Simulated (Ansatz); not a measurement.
C$_{3}$H$_{7}$, charge -1, singlet, geometry from GFN2-xTB (a gas-phase anion, which may not be bound at this level); PBE0/def2-SVP in Ansatz (a quantum-chemistry and plane-wave program).

The Ansatz input:
Ansatz 0.2 input:
```yaml
crystal:
  periodic: [false, false, false]
  atoms:
    - {symbol: C, position_ang: [-0.10780469, 0.00054251, 0.68004084]}
    - {symbol: C, position_ang: [-0.02190610, 1.23344102, -0.21846953]}
    - {symbol: C, position_ang: [-0.00646224, -1.23439269, -0.21405251]}
    - {symbol: H, position_ang: [0.84309050, 0.00760359, 1.30038358]}
    - {symbol: H, position_ang: [0.01296381, 2.15358899, 0.38110298]}
    - {symbol: H, position_ang: [0.03990771, -2.15188010, 0.38880905]}
    - {symbol: H, position_ang: [0.85762803, 1.28590022, -0.92185351]}
    - {symbol: H, position_ang: [-0.91331302, 1.30302432, -0.86049058]}
    - {symbol: H, position_ang: [-0.89691409, -1.31742471, -0.85580041]}
    - {symbol: H, position_ang: [0.87367531, -1.27835733, -0.91726391]}
basis:
  gaussian:
    orbitals: def2-SVP
hamiltonian:
  xc: pbe0
total_charge: -1
```

Q: Write the output that Ansatz gives for this input, abridged.

A: 
```
Functional definition: PBE0
880 factors; their error is unknown
mean field evaluation 1: about -3213.6343 eV, gradient 3.1e1 eV
mean field evaluation 2: about -3211.2185 eV, gradient 4.3e1 eV
mean field evaluation 4: about -3216.4316 eV, gradient 1.6e0 eV
mean field evaluation 8: about -3216.4232 eV, gradient 2.8e-2 eV
mean field -3216.42315871 eV, -118.2013709126 hartree, gradient 3.4e-5 eV, S^2 0.000000; 0 other end points of the search recorded, 0 dependent functions left out
reference -3216.42318242 eV, -118.2013717839 hartree; 13, 13 occupied and 64, 64 virtual orbitals, 880 factors
Total energy: -3216.42318242 eV, -118.2013717839 hartree
```
